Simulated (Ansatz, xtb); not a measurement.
**Isomers of BGeH5Te in order of energy**

4 gas-phase structures of BGeH5Te, found in a search over its isomers (lower ones may exist). Each was relaxed with GFN2-xTB:

A. `[BH2][GeH2][TeH]`, a singlet
B. `[BH2-]1[GeH2][TeH+]1`, a singlet
C. `B[Te][GeH3]`, a singlet
D. a singlet given by its coordinates

D (Å):

```yaml
atoms:
  - { symbol: B, position_ang: [-1.5514, 0.4222, 2.3586] }
  - { symbol: Ge, position_ang: [0.6800, 1.3199, 1.1885] }
  - { symbol: Te, position_ang: [-0.9102, 2.5691, 2.8085] }
  - { symbol: H, position_ang: [-2.6164, 0.4712, 1.8596] }
  - { symbol: H, position_ang: [-0.7352, 0.0017, 1.4982] }
  - { symbol: H, position_ang: [-1.4308, -0.2287, 3.3320] }
  - { symbol: H, position_ang: [-0.2311, 1.8464, -0.0284] }
  - { symbol: H, position_ang: [0.0329, 2.2553, 4.1264] }
```

Close contacts (Å): B1–Te3 2.29, Ge2–Te3 2.59, B1–H4 1.18, B1–H5 1.26, B1–H6 1.18, Ge2–H5 1.96, Ge2–H7 1.61, Te3–H8 1.65.

**Question.** Which do you expect lowest at r2SCAN-D4/def2-SVP, and how would the others follow?

**Answer.** Calculated order at r2SCAN-D4/def2-SVP: C (0.0), D (9.8), B (10.5), A (20.1) kcal/mol. Less than 1 kcal/mol parts D and B, so the order within that pair means little.

Energies above the lowest of each column, in kcal/mol; the last columns are at PBE-D3(BJ)/def2-SVP geometries and were run for some of them only (a dash: not run or not comparable):

```csv
structure,GFN2-xTB,HF/STO-3G,r2SCAN-D4/def2-SVP,PBE-D3(BJ)/def2-SVP,CCSD(T)/def2-TZVP
C,8.9,0.0,0.0,0.0,0.0
D,0.0,60.5,9.8,4.3,13.6
B,14.1,43.2,10.5,5.5,10.9
A,24.3,23.0,20.1,–,–
```

CCSD(T)/def2-TZVP puts C lowest of those it was run on; GFN2-xTB picks D. CCSD(T)/def2-TZVP orders those it was run on as C (0.0), B (10.9), D (13.6) kcal/mol. Some further structures that were screened fall inside this span and aren't listed. Flexible structures stand in one conformer each, not always the lowest. Frequencies (PBE-D3(BJ)/def2-SVP) were run for B, C, D alone. Atoms past krypton carry core potentials in the def2 sets, without spin–orbit terms.

Over these structures GFN2-xTB departs from r2SCAN-D4/def2-SVP by 5.8 kcal/mol on average once a common shift is removed. A GFN2-xTB relaxation took about 0.19 s and the r2SCAN-D4/def2-SVP energy about 1.5 s on a shared host (Ansatz 0.2.0, xtb 6.7.1).
